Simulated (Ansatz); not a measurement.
Relaxation of CH₈AsNSiSn (13 atoms, charge 0, multiplicity 1), to a largest force component of 0.015 eV/Å in at most 40 steps.

These are results of RKS PBE0/def2-SVP (Ansatz), not measurements.

```xyz
13
Properties=species:S:1:pos:R:3
C -1.789 0.166 -0.381
Si -0.120 -0.460 -0.128
N 0.400 -1.771 -1.221
As 0.625 -0.684 2.048
Sn 1.669 1.153 0.531
H -2.037 1.035 0.340
H -1.893 0.620 -1.418
H -2.537 -0.588 -0.263
H -0.331 -1.866 -1.899
H 0.355 -2.669 -0.609
H -0.541 0.316 2.577
H 3.299 0.733 0.042
H 1.051 2.795 0.930
```

Question: Where does it end, and by what steps?

Answer: The forces met the threshold. After 16 steps the energy has fallen by 0.856 eV; H13 moved furthest, 0.50 Å.

| step | energy less start (eV) | largest force component (eV/Å) | accepted |
| --- | --- | --- | --- |
| 0 | 0.0000 | 2.989 | yes |
| 1 | -0.5776 | 1.072 | yes |
| 2 | -0.6956 | 0.861 | yes |
| 3 | -0.7404 | 0.294 | yes |
| 4 | -0.7763 | 0.791 | yes |
| 5 | -0.7901 | 0.584 | yes |
| 6 | -0.7783 | 0.465 | no |
| 7 | -0.8248 | 0.226 | yes |
| 8 | -0.8357 | 0.479 | yes |
| 9 | -0.8448 | 0.177 | yes |
| 10 | -0.8511 | 0.068 | yes |
| 11 | -0.8538 | 0.054 | yes |
| 12 | -0.8550 | 0.128 | yes |
| 13 | -0.8556 | 0.046 | yes |
| 14 | -0.8559 | 0.027 | yes |
| 15 | -0.8556 | 0.070 | no |
| 16 | -0.8561 | 0.012 | yes |

```xyz
13
Properties=species:S:1:pos:R:3
C -1.972 0.194 -0.403
Si -0.275 -0.503 -0.049
N 0.052 -1.878 -1.036
As 0.607 -0.673 2.120
Sn 1.606 1.184 0.333
H -2.143 1.118 0.168
H -2.081 0.425 -1.475
H -2.739 -0.546 -0.125
H -0.004 -1.812 -2.047
H 0.774 -2.532 -0.754
H -0.437 0.357 2.558
H 3.253 0.733 0.151
H 1.510 2.711 1.108
```

Whether the end is a true minimum wasn't checked by a vibrational analysis.

The run took 2.2 min on 2 threads of Arm Neoverse V1 (shared host), peak memory 0.49 GiB.
